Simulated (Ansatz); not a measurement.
Input (CCSDT(Q)/aug-cc-pVDZ; Ansatz, an electronic-structure program):

Ansatz 0.2 input:
```yaml
crystal:
  periodic: [false, false, false]
  atoms:
    - {symbol: C, position_ang: [1.30511154, -0.19030126, 0.16000243]}
    - {symbol: C, position_ang: [0.10291222, -0.01500586, 0.01261670]}
    - {symbol: C, position_ang: [-1.21447998, 0.17708606, -0.14889130]}
    - {symbol: H, position_ang: [2.36004904, -0.34412407, 0.28933434]}
    - {symbol: H, position_ang: [-1.58759968, 1.04652208, -0.68808273]}
    - {symbol: H, position_ang: [-1.93371204, -0.53307168, 0.25638137]}
basis:
  gaussian:
    orbitals: aug-cc-pVDZ
total_charge: 1
magnetization: {spin_polarized: false}
correlation: {method: ccsdt_q, electrons: outside_noble_gas}
```

Output:

```
Functional definition: HF
integrals: 0.17 GiB planned
1473 factors; integrals over basis functions are off by at most 2.2e-7 eV
mean field: 0.27 GiB planned
mean field evaluation 1: about -3125.2459 eV, gradient 3.2e1 eV
mean field evaluation 2: about -3125.2459 eV, gradient 3.2e1 eV
mean field evaluation 4: about -3128.1824 eV, gradient 4.0e0 eV
mean field evaluation 8: about -3128.2410 eV, gradient 2.2e-1 eV
mean field evaluation 16: about -3128.2316 eV, gradient 1.4e0 eV
mean field -3128.24194002 eV, -114.9607708973 hartree, gradient 1.4e-6 eV, S^2 0.000000; 0 other end points of the search recorded, 0 dependent functions left out; unrestricted orbitals would lower it
mean field evaluation 32: about -3128.1605 eV, gradient 3.2e0 eV
3 core orbitals not correlated
reference -3128.24194002 eV, -114.9607708973 hartree; 7, 7 occupied and 86, 86 virtual orbitals, 1473 factors
second order -9.78850817 eV of doubles, -0.00000000 eV of singles
coupled cluster: 2.40 GiB planned
cycle   1  -10.09749552 eV  change   -3.1e-1 eV  update   1.2e-1
cycle   2  -10.69962080 eV  change   -6.0e-1 eV  update   6.3e-2
cycle   3  -11.16490662 eV  change   -4.7e-1 eV  update   2.9e-2
cycle   4  -11.11528893 eV  change    5.0e-2 eV  update   9.6e-3
cycle   5  -11.09961010 eV  change    1.6e-2 eV  update   5.1e-3
cycle   6  -11.10988429 eV  change   -1.0e-2 eV  update   1.8e-3
cycle   7  -11.11178432 eV  change   -1.9e-3 eV  update   9.8e-4
cycle   8  -11.11050913 eV  change    1.3e-3 eV  update   3.7e-4
cycle   9  -11.11055801 eV  change   -4.9e-5 eV  update   1.6e-4
cycle  10  -11.11073166 eV  change   -1.7e-4 eV  update   5.5e-5
cycle  11  -11.11063712 eV  change    9.5e-5 eV  update   2.6e-5
cycle  12  -11.11067843 eV  change   -4.1e-5 eV  update   1.1e-5
cycle  13  -11.11068840 eV  change   -1.0e-5 eV  update   5.6e-6
cycle  14  -11.11068660 eV  change    1.8e-6 eV  update   2.3e-6
cycle  15  -11.11068636 eV  change    2.4e-7 eV  update   1.1e-6
coupled cluster: 2.40 GiB planned
perturbative correction -0.04607123 eV, -0.0016930864 hartree
Total energy: -3139.39869761 eV, -115.3707741763 hartree
```

 In a CCSD(T) run of this state the restricted determinant is unstable towards broken spin symmetry.

A triplet may lie lower; no result for it is given here.
